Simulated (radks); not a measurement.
The numbers below are computed, except where a source is named.
Question: The lead ion Pb3+, [Xe] 4f14 5d10 6s1. Level of theory: non-relativistic Kohn-Sham, exchange-only B88, spin-polarised, spherical densities, point nucleus (a radial shooting solver on a logarithmic mesh with Libxc functionals). Every spin shell is full or empty, so the densities are truly spherical. Functionals are evaluated on that one density, not self-consistently. Rank these orbital-free kinetic functionals by their error against the exact value of the orbitals, and give that value: Thomas-Fermi, von Weizsacker, TF + vW, LC94, APBEK, revAPBEK, Perdew 92, Pearson, LKT, PG1, DePristo-Kress, Ernzerhof.

Answer: Exact: 19522.4 hartree. From best to worst, with 100 (|E| - |E exact|)/|E exact| (equal figures are ties): LC94 +0.03, APBEK +0.05, revAPBEK +0.18, DePristo-Kress -0.19, Ernzerhof -0.47, Perdew 92 -0.67, Pearson -0.83, Thomas-Fermi -4.58, PG1 +12.29, LKT +15.77, TF + vW +30.53, von Weizsacker -64.89.
